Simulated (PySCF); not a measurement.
**3-(aminomethyl)pyridine (NCc1cccnc1, C$_{6}$H$_{8}$N$_{2}$)**

Molfile (atoms numbered from 1):
```
C6H8N2
     RDKit          3D

 16 16  0  0  0  0  0  0  0  0999 V2000
   -2.6036    0.1201   -0.3140 N   0  0  0  0  0  0  0  0  0  0  0  0
   -1.5815    0.7521    0.5025 C   0  0  0  0  0  0  0  0  0  0  0  0
   -0.1789    0.2356    0.2893 C   0  0  0  0  0  0  0  0  0  0  0  0
    0.6581    0.7484   -0.7054 C   0  0  0  0  0  0  0  0  0  0  0  0
    1.9142    0.1836   -0.9034 C   0  0  0  0  0  0  0  0  0  0  0  0
    2.2947   -0.8851   -0.0916 C   0  0  0  0  0  0  0  0  0  0  0  0
    1.5175   -1.3847    0.8652 N   0  0  0  0  0  0  0  0  0  0  0  0
    0.3214   -0.8339    1.0430 C   0  0  0  0  0  0  0  0  0  0  0  0
   -2.6140   -0.8836   -0.1390 H   0  0  0  0  0  0  0  0  0  0  0  0
   -2.3732    0.2242   -1.3010 H   0  0  0  0  0  0  0  0  0  0  0  0
   -1.6030    1.8372    0.3090 H   0  0  0  0  0  0  0  0  0  0  0  0
   -1.8572    0.6255    1.5622 H   0  0  0  0  0  0  0  0  0  0  0  0
    0.3265    1.5927   -1.3184 H   0  0  0  0  0  0  0  0  0  0  0  0
    2.5928    0.5655   -1.6693 H   0  0  0  0  0  0  0  0  0  0  0  0
    3.2770   -1.3544   -0.2202 H   0  0  0  0  0  0  0  0  0  0  0  0
   -0.2956   -1.2603    1.8455 H   0  0  0  0  0  0  0  0  0  0  0  0
  1  2  1  0
  2  3  1  0
  3  4  1  0
  4  5  2  0
  5  6  1  0
  6  7  2  0
  7  8  1  0
  8  3  2  0
  1  9  1  0
  1 10  1  0
  2 11  1  0
  2 12  1  0
  4 13  1  0
  5 14  1  0
  6 15  1  0
  8 16  1  0
M  END
```

Computed with quadratic response CAM-B3LYP/aug-cc-pVDZ first hyperpolarisability, Taylor convention, gas phase (PySCF 2.14.0). Geometry: PBE0-D3(BJ)/def2-SVP.

**Question.** What is the first hyperpolarisability, and how does it disperse?

**Answer.** In au, Taylor convention; the vector part is βᵢ = ⅓ Σⱼ (βᵢⱼⱼ + βⱼᵢⱼ + βⱼⱼᵢ); β∥ is 3/5 of the vector part along the dipole, the dipole points from − to +:
| process | λ (nm) | β vector norm | β∥ | β HRS | depolarisation ratio |
| --- | --- | --- | --- | --- | --- |
| static β(0;0,0) | ∞ | 69.7 | -20.0 | 27.6 | 5.87 |
| second harmonic β(−2ω;ω,ω) | 1907 | 74.1 | -21.1 | 29.4 | 5.90 |
| Pockels β(−ω;ω,0) | 1907 | 71.1 | -20.4 | – | – |
| second harmonic β(−2ω;ω,ω) | 1064 | 86.0 | -24.0 | 34.1 | 5.96 |
| Pockels β(−ω;ω,0) | 1064 | 74.5 | -21.2 | – | – |

**Question.** Which lowest excitations, dipole and polarisabilities go with it?

**Answer.** S1 4.96 eV (f = 0.006); S2 5.33 eV (f = 0.003); S3 5.40 eV (f = 0.059); dipole 2.01 D; isotropic α 86.5 au static, 86.8 au at 1907 nm, 87.5 au at 1064 nm, 87.8 au at 953.5 nm, 90.9 au at 532 nm.
